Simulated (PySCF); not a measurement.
# How methods differ on the ionisation energy of Rh⁺

Rh⁺ [Kr] 4d8 (3F) → Rh²⁺ [Kr] 4d7 (4F), as a difference of total energies. All numbers are calculated (PySCF 2.14, scalar relativity through the core potential, in aug-cc-pVTZ-PP with ECP28MDF). Correlated levels: valence: 4s2 4p6 frozen. The calculations carry no spin-orbit coupling.

| method | ionisation energy (eV) | difference from reference (eV) |
| --- | --- | --- |
| UHF | 16.107 | -1.973 |
| MP2 (valence) | 17.867 | -0.213 |
| SCS-MP2 (valence) | 17.887 | -0.193 |
| CCSD (valence) | 17.664 | -0.416 |
| CCSD(T) (valence) | 17.775 | -0.305 |

Reference: 18.08 eV (semi-empirical (NIST evaluation); NIST Atomic Spectra Database, ionization energies).

The reference lies between the lowest fine-structure levels, while these numbers refer to the centres of the terms.

Errors of the correlated levels include the incompleteness of this basis and the frozen core.
